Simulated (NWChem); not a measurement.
# Excited singlets of HFSi by symmetry

```xyz
3

Si    -0.4560     0.4037     0.0000
H      0.5537     1.5754     0.0000
F      0.6478    -0.8030     0.0000
```
Charge 0, spin multiplicity 1.

The numbers come from NWChem runs, not from measurements. The geometry was optimised at PBE0/def2-SVP, a minimum by its harmonic frequencies.

Basis set: aug-cc-pVDZ. Symmetry labels belong to the abelian group Cs used in the runs, with the axes of the coordinates shown. Entries are the lowest vertical excitation energy of each symmetry in eV (for CIS and TDDFT among the lowest few roots); a state of one symmetry need not have the same character in every method. Symmetries that some method's roots don't reach, or where a double excitation leads the EOM-CCSD root, are left out.

The correlated methods keep 6 core orbitals frozen. B3LYP has NWChem's definition, with VWN1-RPA local correlation. The structure started from a generated list of species. No row is a measurement; the coupled-cluster row has its own basis-set and correlation limits.

| method | a" | a' |
|---|---|---|
| CIS | 3.29 | 6.03 |
| TD-PBE | 2.77 | 5.17 |
| TD-B3LYP | 2.90 | 5.39 |
| TD-BHandHLYP | 3.00 | 5.66 |
| EOM-CCSD | 3.10 | 5.75 |
